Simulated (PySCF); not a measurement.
## Atomic charges by several schemes

Species: C5H6Cl2Si.
SMILES with atom numbers: `[Cl:1][CH:2]([Cl:3])[C:4]1=[CH:5][SiH2:6][CH:7]=[CH:8]1` (hydrogens: H9 on C2; H10 on C5; H11, H12 on Si6; H13 on C7; H14 on C8)

Structure used (GFN2-xTB), in Å, numbered top down from 1:
```xyz
14
C5H6Cl2Si angstrom
Cl     2.8692    0.2030   -1.2793
C      2.0476   -0.2122    0.2531
Cl     2.4074   -1.9147    0.6623
C      0.5801   -0.0111    0.1243
C     -0.1301    0.8364    0.8822
Si    -1.9474    0.7608    0.3678
C     -1.4849   -0.5275   -0.9307
C     -0.1706   -0.7650   -0.8791
H      2.4931    0.4064    1.0340
H      0.3267    1.4384    1.6490
H     -2.4163    2.0271   -0.1928
H     -2.8038    0.2476    1.4356
H     -2.1279   -1.0296   -1.6334
H      0.3563   -1.4603   -1.5153
```

Density: PBE0/pcSseg-1 (PySCF); schemes: Mulliken, IAO, Hirshfeld and ESP-fitted. Geometry: GFN2-xTB, one conformer, isolated molecule.

Task: Give the atomic charges in each scheme.

Result: In e:

```json
{"atom": "Cl1", "environment": "alkyl chlorine", "Mulliken": "-0.048", "IAO": "-0.072", "Hirshfeld": "-0.050", "ESP-fitted": "+0.001"}
{"atom": "C2", "environment": "CHCl2 carbon", "Mulliken": "-0.161", "IAO": "-0.093", "Hirshfeld": "+0.037", "ESP-fitted": "-0.617"}
{"atom": "Cl3", "environment": "alkyl chlorine", "Mulliken": "-0.048", "IAO": "-0.072", "Hirshfeld": "-0.050", "ESP-fitted": "+0.001"}
{"atom": "C4", "environment": "fully substituted alkene carbon", "Mulliken": "-0.199", "IAO": "+0.005", "Hirshfeld": "-0.017", "ESP-fitted": "+0.364"}
{"atom": "C5", "environment": "alkene CH carbon", "Mulliken": "-0.310", "IAO": "-0.425", "Hirshfeld": "-0.138", "ESP-fitted": "-0.407"}
{"atom": "Si6", "environment": "SiH2 silicon", "Mulliken": "+0.751", "IAO": "+0.756", "Hirshfeld": "+0.346", "ESP-fitted": "+0.514"}
{"atom": "C7", "environment": "alkene CH carbon", "Mulliken": "-0.359", "IAO": "-0.426", "Hirshfeld": "-0.139", "ESP-fitted": "-0.363"}
{"atom": "C8", "environment": "alkene CH carbon", "Mulliken": "+0.025", "IAO": "-0.133", "Hirshfeld": "-0.050", "ESP-fitted": "-0.219"}
{"atom": "H9", "environment": "methine hydrogen", "Mulliken": "+0.196", "IAO": "+0.187", "Hirshfeld": "+0.056", "ESP-fitted": "+0.354"}
{"atom": "H10", "environment": "vinylic hydrogen", "Mulliken": "+0.090", "IAO": "+0.157", "Hirshfeld": "+0.046", "ESP-fitted": "+0.167"}
{"atom": "H11", "environment": "Si–H hydrogen", "Mulliken": "-0.070", "IAO": "-0.104", "Hirshfeld": "-0.063", "ESP-fitted": "-0.085"}
{"atom": "H12", "environment": "Si–H hydrogen", "Mulliken": "-0.070", "IAO": "-0.104", "Hirshfeld": "-0.063", "ESP-fitted": "-0.085"}
{"atom": "H13", "environment": "vinylic hydrogen", "Mulliken": "+0.114", "IAO": "+0.161", "Hirshfeld": "+0.046", "ESP-fitted": "+0.178"}
{"atom": "H14", "environment": "vinylic hydrogen", "Mulliken": "+0.088", "IAO": "+0.162", "Hirshfeld": "+0.041", "ESP-fitted": "+0.197"}
```

Mean size of the charges over all atoms: ESP-fitted 0.254 e, IAO 0.204 e, Mulliken 0.181 e, Hirshfeld 0.082 e. Each set sums to the total charge, 0, to within 0.001 e. The Hirshfeld scheme divides the density at each point in proportion to the densities of the neutral, spherically averaged free atoms.

Lowest charge. The schemes don't all agree: Mulliken C7 (-0.359); IAO C7 (-0.426); Hirshfeld C7 (-0.139); ESP-fitted C2 (-0.617).

Highest charge. All schemes agree: Mulliken Si6 (+0.751); IAO Si6 (+0.756); Hirshfeld Si6 (+0.346); ESP-fitted Si6 (+0.514).

Task: Sum the charges by element, for elements with more than one atom.

Result: 
| element | atoms | Mulliken | IAO | Hirshfeld | ESP-fitted |
| --- | --- | --- | --- | --- | --- |
| Cl | 2 | -0.096 | -0.143 | -0.100 | +0.002 |
| C | 5 | -1.004 | -1.072 | -0.308 | -1.243 |
| H | 6 | +0.349 | +0.459 | +0.062 | +0.727 |

Task: How closely do the schemes follow one another over all atoms?

Result: Correlation coefficient and root-mean-square difference: IAO with Hirshfeld 0.96, 0.173 e; Mulliken with IAO 0.95, 0.086 e; Mulliken with Hirshfeld 0.93, 0.158 e; IAO with ESP-fitted 0.80, 0.192 e; Mulliken with ESP-fitted 0.71, 0.224 e; Hirshfeld with ESP-fitted 0.64, 0.254 e.

Task: How many electrons does the IAO scheme count on Cl1?

Result: Z − q = 17 − (-0.072) = 17.072.
